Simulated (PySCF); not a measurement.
Species: C4H9OPSi.
SMILES with atom numbers: `[CH2:1]=[CH:2][C@@H:3]1[C@H:4]([SiH3:5])[P@H:6]1=[O:7]` (hydrogens: H8, H9 on C1; H10 on C2; H11 on C3; H12 on C4; H13, H14, H15 on Si5; H16 on P6)

The same species was optimised twice, with GFN2-xTB and with PBE0-D3(BJ)/def2-SVP (PySCF), and the same property calculations (PySCF, gas phase) were run on both structures.

```tsv
coordinate	GFN2-xTB	PBE0-D3(BJ)/def2-SVP	change
P6=O7 (Å)	1.466	1.490	+0.024
C1=C2 (Å)	1.324	1.336	+0.012
C2–C3 (Å)	1.463	1.474	+0.011
C4–Si5 (Å)	1.886	1.875	-0.011
C3–P6 (Å)	1.813	1.806	-0.007
C4–P6 (Å)	1.793	1.791	-0.002
C3–C4 (Å)	1.575	1.574	-0.001
C3–P6–O7 (°)	124.3	128.3	+4.0
C3–C4–Si5 (°)	119.6	123.2	+3.6
C4–P6–O7 (°)	125.2	128.0	+2.8
C2–C3–C4 (°)	119.3	121.1	+1.8
C2–C3–P6 (°)	122.6	123.3	+0.7
C1–C2–C3 (°)	124.1	124.6	+0.5
C3–C4–P6 (°)	64.8	64.6	-0.2
Si5–C4–P6 (°)	123.8	123.7	-0.1
C1–C2–C3–C4 (°)	-144	-146	-2
```

Rotational constants: A = 1857, B = 1550, C = 921.2 MHz (GFN2-xTB) against A = 1745, B = 1572, C = 899.2 MHz (PBE0-D3(BJ)/def2-SVP). Point groups within 0.08 Å: C1 and C1.

On the GFN2-xTB structure: lowest singlet, TDDFT (eV) 5.36 [B3LYP/def2-SVPD]; lowest triplet, Tamm–Dancoff (eV) 4.05 [B3LYP/def2-SVPD]; isotropic polarisability (au) 102.1 [B3LYP/def2-SVPD]; HOMO (eV) -6.75 [B3LYP/def2-SVPD]; LUMO (eV) -0.72 [B3LYP/def2-SVPD]; dipole (D) 3.64 [B3LYP/def2-SVPD]; HOMO (eV) -6.88 [PBE0/pcSseg-1]; LUMO (eV) -0.36 [PBE0/pcSseg-1]; dipole (D) 3.44 [PBE0/pcSseg-1]; GIAO shielding of C1 (ppm) 63.7 [PBE0/pcSseg-1]; GIAO shielding of C2 (ppm) 46.3 [PBE0/pcSseg-1]; GIAO shielding of C3 (ppm) 154.0 [PBE0/pcSseg-1]; GIAO shielding of C4 (ppm) 175.9 [PBE0/pcSseg-1]; GIAO shielding of Si5 (ppm) 424.9 [PBE0/pcSseg-1]; GIAO shielding of P6 (ppm) 392.9 [PBE0/pcSseg-1]; GIAO shielding of O7 (ppm) 284.9 [PBE0/pcSseg-1].

What do these properties become on the PBE0-D3(BJ)/def2-SVP structure?

```tsv
property	level	on GFN2-xTB	on PBE0-D3(BJ)/def2-SVP	change
lowest singlet, TDDFT (eV)	B3LYP/def2-SVPD	5.36	5.24	-0.12
lowest triplet, Tamm–Dancoff (eV)	B3LYP/def2-SVPD	4.05	3.95	-0.10
isotropic polarisability (au)	B3LYP/def2-SVPD	102.1	104.7	+2.6
HOMO (eV)	B3LYP/def2-SVPD	-6.75	-6.87	-0.12
LUMO (eV)	B3LYP/def2-SVPD	-0.72	-0.93	-0.21
dipole (D)	B3LYP/def2-SVPD	3.64	3.63	-0.01
energy, GFN2-xTB geometry as zero (kcal/mol)	B3LYP/def2-SVPD	0.0	-3.3	-3.3
HOMO (eV)	PBE0/pcSseg-1	-6.88	-7.01	-0.13
LUMO (eV)	PBE0/pcSseg-1	-0.36	-0.58	-0.22
dipole (D)	PBE0/pcSseg-1	3.44	3.40	-0.04
energy, GFN2-xTB geometry as zero (kcal/mol)	PBE0/pcSseg-1	0.0	-2.6	-2.6
GIAO shielding of C1 (ppm)	PBE0/pcSseg-1	63.7	58.7	-5.0
GIAO shielding of C2 (ppm)	PBE0/pcSseg-1	46.3	44.2	-2.1
GIAO shielding of C3 (ppm)	PBE0/pcSseg-1	154.0	153.7	-0.3
GIAO shielding of C4 (ppm)	PBE0/pcSseg-1	175.9	174.5	-1.4
GIAO shielding of Si5 (ppm)	PBE0/pcSseg-1	424.9	421.1	-3.8
GIAO shielding of P6 (ppm)	PBE0/pcSseg-1	392.9	389.3	-3.6
GIAO shielding of O7 (ppm)	PBE0/pcSseg-1	284.9	282.9	-2.0
```

The heavy atoms differ by 0.063 Å rms after alignment. Among bonds between heavy atoms P6=O7 changes most (+0.024 Å). Changes are differences of the printed values. Neither structure is proved a minimum here.

The values belong to the conformer `[CH2:1]=[CH:2][C@@H:3]1[C@H:4]([SiH3:5])[P@H:6]1=[O:7]`: C1–C2–C3–C4 -146°.
